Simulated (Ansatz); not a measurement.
Mulliken charges of BH4O2Si (`O[B]O[SiH3]`) radical from PBE/def2-TZVPP in Ansatz (PBE0-D4/def2-TZVP geometry).

```json
{"atom": "O1", "x (Å)": "1.927", "y (Å)": "0.919", "z (Å)": "-1.499", "charge (e)": "-0.216"}
{"atom": "B2", "x (Å)": "0.835", "y (Å)": "0.235", "z (Å)": "-1.129", "charge (e)": "0.093"}
{"atom": "O3", "x (Å)": "0.303", "y (Å)": "0.249", "z (Å)": "0.112", "charge (e)": "-0.268"}
{"atom": "Si4", "x (Å)": "-1.036", "y (Å)": "-0.558", "z (Å)": "0.676", "charge (e)": "0.373"}
{"atom": "H5", "x (Å)": "2.316", "y (Å)": "1.440", "z (Å)": "-0.783", "charge (e)": "0.175"}
{"atom": "H6", "x (Å)": "-1.182", "y (Å)": "-0.166", "z (Å)": "2.096", "charge (e)": "-0.052"}
{"atom": "H7", "x (Å)": "-2.237", "y (Å)": "-0.154", "z (Å)": "-0.094", "charge (e)": "-0.052"}
{"atom": "H8", "x (Å)": "-0.832", "y (Å)": "-2.022", "z (Å)": "0.566", "charge (e)": "-0.052"}
```

Task: By hand: the dipole of these point charges (1 e Å = 4.8032 D).

Result: Σ q r = (-0.180, -0.078, 0.170) e Å, of length 0.260 e Å = 1.25 D.

Task: How does the dipole of the full density compare? (An estimate is asked.)

Result: The calculation gave: (-0.020, 0.095, 0.339) e Å, 1.69 D; the point charges give 0.74 times that, at 54° from its direction.

Point charges leave out the atoms' own dipoles, such as those of lone pairs, and Mulliken's split depends on the basis, so the two needn't agree.
